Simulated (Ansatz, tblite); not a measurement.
Spin states of the cluster CuI₂⁻, each relaxed with r2SCAN-D4/def2-TZVPD in Ansatz. Electronic energies in the gas phase.

In the def2 sets I takes a core potential; there is no spin–orbit coupling. The xTB rows come from tblite. B3LYP takes the VWN-RPA correlation. Correlated methods freeze 17 core orbitals; core or outer-core shells of I are correlated, in sets that lack core-valence functions. HOMO above LUMO, or a gap near zero within one spin, warns that the state may not be the lowest or that an electron is smeared out. In the quintet, I2 and I3 lie 3.14 Å apart (atoms count from 1), so these atoms are partly bonded to each other. The structure comes from a short search, and lower isomers may exist.

Singlet geometry (D∞h within 0.1 Å):

```xyz
3

Cu   -0.0002    0.0000   -0.0003
I     1.4308    1.7461   -0.8974
I    -1.4306   -1.7462    0.8976
```

Triplet geometry (C2v within 0.1 Å):

```xyz
3

Cu   -0.1907   -0.6776    0.9099
I     0.0244   -1.1877   -1.6065
I     0.1662    1.8653    0.6966
```

Quintet geometry (C2v within 0.1 Å):

```xyz
3

Cu   -0.561   -0.812    1.150
I    -0.963    1.364   -0.506
I     1.524   -0.551   -0.645
```

Run but left out: B97M-V/def2-TZVPD (quintet: an occupied level 0.09 eV above an empty one).

Only these spin states were relaxed. The quintet has other bonds than the singlet, so the gap mixes isomer and spin.

```csv
level,triplet − singlet (kcal/mol),quintet − singlet (kcal/mol),lowest of these,remarks
GFN1-xTB,110.9,262.2,singlet,–
HF/def2-TZVPD,38.4,126.4,singlet,–
LDA (SPW92)/def2-TZVPD,71.9,179.2,singlet,"HOMO above zero (quintet), HOMO above zero (triplet), gap within one spin near zero (quintet)"
PBE-D4/def2-TZVPD,66.3,168.5,singlet,"HOMO above zero (quintet), HOMO above zero (triplet)"
r2SCAN-D4/def2-TZVPD,66.6,173.2,singlet,"HOMO above zero (quintet), HOMO above zero (triplet)"
B3LYP-D4/def2-TZVPD,71.3,179.1,singlet,"HOMO above zero (quintet), HOMO above zero (triplet)"
PBE0-D4/def2-TZVPD,72.6,178.0,singlet,HOMO above zero (quintet)
CAM-B3LYP-D4/def2-TZVPD,77.8,189.9,singlet,HOMO above zero (quintet)
RPA@PBE/def2-TZVPD,67.2,170.8,singlet,–
```

```
  state  donor atoms  mean metal–ligand distance (Å)  range (Å)  Mulliken spin on the metal (PBE0)
singlet            2                           2.429  2.43–2.43                                  0
triplet            2                           2.577  2.58–2.58                               1.41
quintet            2                           2.764  2.76–2.76                               2.66
```

⟨S²⟩ at PBE0-D4/def2-TZVPD: singlet 0.00 (pure 0.00), triplet 2.01 (pure 2.00), quintet 6.01 (pure 6.00).

Change of the quintet − singlet gap on mixing in exact exchange, in kcal/mol: PBE to PBE0 (25 % exact exchange) 9.5.

The xTB methods have no term that favours high spin, so they put low spin too low.
